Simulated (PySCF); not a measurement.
iodine monochloride (ClI), singlet, at a GFN2-xTB geometry (core potentials on I); HF/def2-SVP (PySCF).

Here is a job for PySCF.
```python
from pyscf import gto, scf

mol = gto.Mole()
mol.atom = '''
    Cl   -0.00000000   -0.00000000   -1.74625450
    I     0.00000000    0.00000000    0.56011937
'''
mol.basis = 'def2-svp'
mol.ecp = {'I': 'def2-svp'}
mol.verbose = 4
mol.build()

mf = scf.RHF(mol)
mf.kernel()
```

Output, abridged:

```
PySCF version 2.14.0

[INPUT] verbose = 4
[INPUT] num. atoms = 2
[INPUT] num. electrons = 42
[INPUT] charge = 0
[INPUT] spin (= nelec alpha-beta = 2S) = 0
[INPUT] symmetry False subgroup None
[INPUT] Mole.unit = angstrom
[INPUT] Symbol           X                Y                Z      unit          X                Y                Z       unit  Magmom
[INPUT]  1 Cl     0.000000000000   0.000000000000  -1.746254500000 AA    0.000000000000   0.000000000000  -3.299942748789 Bohr   0.0
[INPUT]  2 I      0.000000000000   0.000000000000   0.560119370000 AA    0.000000000000   0.000000000000   1.058472206364 Bohr   0.0

nuclear repulsion = 97.5125141532236
number of shells = 18
number of NR pGTOs = 97
number of NR cGTOs = 44
basis = def2-svp
ecp = {'I': 'def2-svp'}

******** <class 'pyscf.scf.hf.RHF'> ********
method = RHF
initial guess = minao
damping factor = 0
level_shift factor = 0
DIIS = <class 'pyscf.scf.diis.CDIIS'>
diis_start_cycle = 1
diis_space = 8
diis_damp = 0
SCF conv_tol = 1e-09
SCF conv_tol_grad = None
SCF max_cycles = 50
direct_scf = True
direct_scf_tol = 1e-13
Set gradient conv threshold to 3.16228e-05
Initial guess from minao.
init E= -724.130271909798
  HOMO = -0.821184686606289  LUMO = -0.740741817046768  gap/eV = 2.18896
cycle= 1 E= -754.901497578715  delta_E= -30.8  |g|= 2.24  |ddm|= 7.45
  HOMO = -0.077889775094944  LUMO = 0.094534420560926  gap/eV = 4.69190
cycle= 2 E= -755.726859341852  delta_E= -0.825  |g|= 1.12  |ddm|= 4.64
  HOMO = -0.363773914665098  LUMO = -0.000160122497639748  gap/eV = 9.89444
cycle= 3 E= -755.98733117515  delta_E= -0.26  |g|= 0.0919  |ddm|= 1.38
  HOMO = -0.383902257073538  LUMO = 0.004020677594049  gap/eV = 10.55592
cycle= 4 E= -755.990828519847  delta_E= -0.0035  |g|= 0.0316  |ddm|= 0.145
  HOMO = -0.384030802145404  LUMO = 0.0105914201940891  gap/eV = 10.73822
cycle= 5 E= -755.99120996688  delta_E= -0.000381  |g|= 0.0077  |ddm|= 0.047
  HOMO = -0.384509526209486  LUMO = 0.0106113099486649  gap/eV = 10.75179
cycle= 6 E= -755.99125392836  delta_E= -4.4e-05  |g|= 0.00189  |ddm|= 0.0181
  HOMO = -0.384463709597659  LUMO = 0.0107665777471482  gap/eV = 10.75476
cycle= 7 E= -755.991256026529  delta_E= -2.1e-06  |g|= 0.00072  |ddm|= 0.00359
  HOMO = -0.384553835900843  LUMO = 0.0107275379462024  gap/eV = 10.75615
cycle= 8 E= -755.991256451034  delta_E= -4.25e-07  |g|= 9.54e-05  |ddm|= 0.0023
  HOMO = -0.384558414829085  LUMO = 0.0107174645492236  gap/eV = 10.75600
cycle= 9 E= -755.991256458026  delta_E= -6.99e-09  |g|= 8.54e-06  |ddm|= 0.000293
  HOMO = -0.38455804756146  LUMO = 0.0107185909895833  gap/eV = 10.75603
cycle= 10 E= -755.991256458068  delta_E= -4.2e-11  |g|= 1.43e-06  |ddm|= 2.27e-05
  HOMO = -0.384558308538064  LUMO = 0.0107184184938163  gap/eV = 10.75603
Extra cycle  E= -755.991256458068  delta_E= -1.14e-13  |g|= 4.37e-07  |ddm|= 2.73e-06
converged SCF energy = -755.991256458068
```
